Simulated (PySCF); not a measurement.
# PBE0 on Ca (calcium, neutral)

Configuration: [Ar] 4s1 4p1, 4s spin antiparallel (an excited configuration). Computed with PySCF 2.14 in dyall-av3z, with the spin-free X2C one-electron Hamiltonian (Gaussian nucleus).

| Item | Value |
| --- | --- |
| Total energy | -680.206 hartree |
| One-electron energy | -929.787 hartree |
| Hartree (Coulomb) energy | 285.657 hartree |
| Exchange-correlation energy | -36.076 hartree |
| ⟨S²⟩ | 1.0001 |
| ⟨L²⟩ | 2.080 |
| Sum of ⟨r⟩ | 21.93 bohr |
| Sum of ⟨r²⟩ | 64.90 bohr² |
| Traceless quadrupole moment −½Σ⟨3z² − r²⟩ along its main axis | -12.5 e·bohr² |
| Langevin diamagnetic susceptibility | -51.4 ×10⁻⁶ cm³/mol |

```csv
shell,electrons,mean orbital energy (eV),spread (eV),"rms radius, mean of both spins (bohr)"
1s β,1,-3982.8,0,0.0889
1s α,1,-3982.8,0,0.0889
2s β,1,-427.65,0,0.395
2s α,1,-427.62,0,0.395
2p β,3,-345.32,0.056,0.364
2p α,3,-345.31,0.023,0.364
3s β,1,-52.338,0,1.24
3s α,1,-52.241,0,1.24
3p β,3,-31.728,0.153,1.38
3p α,3,-31.658,0.057,1.38
4s β,1,-5.087,0,4.13
4p α,1,-2.537,0,5.69
```

With the s spin flipped the determinant is a mixture of two multiplicities, not a spectroscopic state.

Densities and radii are taken from the X2C orbitals without a picture-change correction, which distorts them close to the nucleus.
